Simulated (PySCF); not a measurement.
**NMR data sheet: C$_{3}$H$_{8}$F$_{2}$OSi$_{2}$**

```yaml
Formula: C3H8F2OSi2
SMILES: CO[SiH2]C([SiH3])=C(F)F
InChI: InChI=1S/C3H8F2OSi2/c1-6-8-3(7)2(4)5/h8H2,1,7H3
Point_group_of_the_computed_structure: C1
Degrees_of_unsaturation: 1
Carbon_signals: 3
Proton_signals: 3
```

Mapped SMILES: `[CH3:1][O:2][SiH2:3][C:4]([SiH3:5])=[C:6]([F:7])[F:8]`. Hydrogens are named by the atom that carries them.

Averaged over atoms made equivalent by symmetry, fast rotation or ring inversion, relativity neglected, one conformer, isolated molecule. Shielding tensors at PBE0/pcSseg-1 (GIAO); geometry from GFN2-xTB; PySCF 2.14.0 with density-fitted response routines.

Chemical shifts δ = σref − σ; $^{1}$H (σ = 31.72 ppm), $^{13}$C (σ = 186.93 ppm), $^{29}$Si (σ = 349.16 ppm) against TMS; CFCl3 for $^{19}$F (σ = 170.95 ppm); H2O for $^{17}$O (σ = 336.08 ppm), all at this level.

| carbon | δC, type | δH (multiplicity) | HMBC from (2–3 bonds) | span of the C tensor (ppm) |
| --- | --- | --- | --- | --- |
| C1 | 54.0, CH3 | 3.86 (s) | H(Si3) | 80 |
| C4 | 67.7, C | – | H(Si3), H(Si5) | 109 |
| C6 | 167.3, C | – | H(Si3), H(Si5) | 207 |

Other nuclei:
```tsv
atoms	nucleus	environment	δ (ppm)	σ (ppm)
H(Si3)	$^{1}$H	hydrogen on a silicon bonded to C, O	5.27	26.45
H(Si5)	$^{1}$H	hydrogen on a silicon bonded to C	4.29	27.42
F8	$^{19}$F	vinylic fluorine	-41.8	212.7
F7	$^{19}$F	vinylic fluorine	-46.9	217.9
Si3	$^{29}$Si	silicon bonded to C, O, 2 H	-24.4	373.6
Si5	$^{29}$Si	silicon bonded to C, 3 H	-80.0	429.1
O2	$^{17}$O	oxygen bonded to C, Si	-2.1	338.2
```

1. Carbon types of the structure: 2 × C, 1 × CH3, leaving 5 H on heteroatoms.
2. δC 167.3, 67.7: fully substituted alkene carbon.
3. δC 54.0: methyl carbon bonded to O; the inductive effect lowers its shielding.
4. δH 5.27: hydrogen on a silicon bonded to C, O.
5. δH 4.29: hydrogen on a silicon bonded to C.
6. δH 3.86: hydrogen on a methyl carbon bonded to O; its carbon carries O, an electronegative neighbour.

Splittings by $^{19}$F in the carbon and heteronuclear signals aren't shown, as no couplings were computed. Shifts are as computed. Against solution values, carbons near 30 ppm lie about +3 ppm off and those near 130 ppm about +5 ppm. Of 1211 compounds with measured shifts, 218 miss one by over three times the rms of a fit or turn the order of signals round; such compounds aren't used in these exercises. Unscaled 19F shifts against computed CFCl3 carry errors that often reach 10 to 50 ppm. Experimental scales use liquid or dissolved standards, which lie at an offset from isolated H2O (liquid H2O: subtract about 36 ppm). No couplings were computed; multiplicities are counted from neighbouring protons, with m where these are inequivalent, close in shift, in a saturated or five-membered ring or joined by F or P, and br s for small geminal =CH2 splittings.
